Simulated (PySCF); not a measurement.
# Correlation energy of He (helium, neutral)

1s2, closed-shell 1S. Computed with PySCF 2.14 in aug-cc-pVDZ-DK, with scalar relativity by spin-free X2C-1e. Frozen: nothing; 2 electrons correlated.

Total MP2 correlation energy: -26.97 mhartree.

Same-spin part 0.00 and opposite-spin part -26.97 mhartree; SCS-MP2 scales them by 1/3 and 6/5 to -32.36 mhartree.

With two correlated electrons CCSD is exact within the correlated space (frozen core and kept virtual orbitals).

```json
{"level": "CCSD", "correlation energy (mhartree)": "-33.85"}
```

Diagnostics: T1 = 0.0029, D1 = 0.0041, largest double amplitude 0.051.

Cost of the coupled-cluster step: 0.04 s of wall time on 1 thread of Neoverse-V1 (shared host), for 2 correlated electrons.

Iterations:

```
CC2 = 0
CCSD nocc = 1, nmo = 9
frozen orbitals []
max_cycle = 100
direct = 0
conv_tol = 1e-08
conv_tol_normt = 1e-06
diis_space = 8
diis_start_cycle = 0
Init t2, MP2 energy = -2.88276407473347  E_corr(MP2) -0.0269670962621905
Init E_corr(CCSD) = -0.0269670962621905
cycle = 1  E_corr(CCSD) = -0.0323895980822193  dE = -0.00542250182  norm(t1,t2) = 0.0134326
cycle = 2  E_corr(CCSD) = -0.0335240756687506  dE = -0.00113447759  norm(t1,t2) = 0.00321867
cycle = 3  E_corr(CCSD) = -0.0338601577569888  dE = -0.000336082088  norm(t1,t2) = 0.00092267
cycle = 4  E_corr(CCSD) = -0.0338505738644458  dE = 9.58389254e-06  norm(t1,t2) = 0.000140763
cycle = 5  E_corr(CCSD) = -0.0338504076651839  dE = 1.66199262e-07  norm(t1,t2) = 5.52987e-06
cycle = 6  E_corr(CCSD) = -0.0338505090547736  dE = -1.0138959e-07  norm(t1,t2) = 6.605e-07
cycle = 7  E_corr(CCSD) = -0.0338505139359961  dE = -4.88122258e-09  norm(t1,t2) = 3.71197e-08
CCSD converged
E(CCSD) = -2.889647492407272  E_corr = -0.03385051393599614
```
